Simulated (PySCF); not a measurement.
C4H13ClSi2, SMILES C[Si](C)(C)C[SiH2]Cl (GFN2-xTB optimised geometry):

```
20

Si    -0.844     2.109    -1.618
Cl     1.079     2.239    -2.226
C     -0.957     1.133     0.000
Si    -0.298    -0.673     0.000
C     -0.939    -1.531     1.581
C     -0.954    -1.593    -1.535
C      1.606    -0.673     0.000
H     -1.316     3.484    -1.436
H     -1.593     1.465    -2.695
H     -0.431     1.684     0.780
H     -2.004     1.117     0.303
H     -2.024    -1.577     1.596
H     -0.569    -2.549     1.652
H     -0.621    -1.006     2.476
H     -0.528    -1.187    -2.447
H     -0.703    -2.649    -1.499
H     -2.035    -1.518    -1.614
H      1.999    -0.145    -0.863
H      2.004    -0.189     0.887
H      2.001    -1.684    -0.025
```

Calculation: B3LYP/def2-SVP run with PySCF.

### Question
What are the frontier orbital energies and the dipole moment?

### Answer
HOMO-2 -8.19 eV, HOMO-1 -8.14 eV, HOMO -7.81 eV, LUMO 0.86 eV, LUMO+1 1.01 eV; dipole moment 1.59 D.

On the same geometry PBE/def2-SVP in PySCF gives HOMO-2 -7.09 eV, HOMO-1 -7.05 eV, HOMO -6.76 eV, LUMO 0.11 eV, LUMO+1 0.47 eV; dipole moment 1.60 D.

Meta-Löwdin charges at B3LYP/def2-SVP: Si1 0.70, Cl2 -0.29, C3 -0.65, Si4 0.91, C5 -0.54, C6 -0.54, C7 -0.54, H8 -0.12, H9 -0.12, H10 0.12, H11 0.12, H12 0.10, H13 0.11, H14 0.10, H15 0.11, H16 0.11, H17 0.10, H18 0.11, H19 0.10, H20 0.10.
